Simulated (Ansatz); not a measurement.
Compare A (`C[O][SnH2][O]C`) with its isomer B (`[CH3][Sn]([CH3])([OH])[OH]`).

Program: Ansatz. Geometries: PBE0-D4/def2-TZVP. ΔE: electronic, gas phase. CBS: MP2 limit from def2 TZ/QZ plus the TZ coupled-cluster correction, frozen cores. DFT in def2-TZVPP. B3LYP here is the variant with VWN-RPA as its local correlation; programs differ in this. Elements past krypton have def2 core potentials. For Sn outer-core shells are correlated without core-valence functions, which leaves a few kJ/mol of doubt a bond. One conformer a species, not always the lowest.

(1) Which is lower in electronic energy at CCSD(T)/CBS, and by how much? (Best estimate.)

(2) Give E(B) − E(A) in kcal/mol with B2PLYP, B3LYP-D4, CCSD/def2-TZVPP, r2SCAN-D4, LDA (SPW92), ωB97M-V, CCSD(T)/def2-SVP. (An estimate is asked.)

(3) Does the order hold for the free energy at 298.15 K (harmonic terms from PBE0-D4)? (Best estimate.)

Largest T1 diagnostic: 0.014.

Results:

(1) The calculation gave: B, by 47.9 kcal/mol.

(2) Ansatz gave: B2PLYP -44.7, B3LYP-D4 -42.1, CCSD/def2-TZVPP -45.2, r2SCAN-D4 -44.4, LDA (SPW92) -41.7, ωB97M-V -44.6, CCSD(T)/def2-SVP -34.3. None reverses the order clearly.

(3) The calculation gave: Yes: G(B) − G(A) = -47.3 kcal/mol, for one conformer each. Modes under 60 cm⁻¹, often nearly free rotors, make the harmonic entropy too high.

In def2-TZVPP, CCSD(T) changes the Hartree–Fock value by −7.5 kcal/mol (the triples alone add −0.7 kcal/mol) and MP2 by −12.0 kcal/mol. Leaving LDA and LC-ωPBE aside and taking each functional with its dispersion term where it has one, the values, not all of them listed here, spread over 6.1 kcal/mol, from PBE-QIDH to B97M-V. LDA lies +2.0 kcal/mol from PBE without D4.
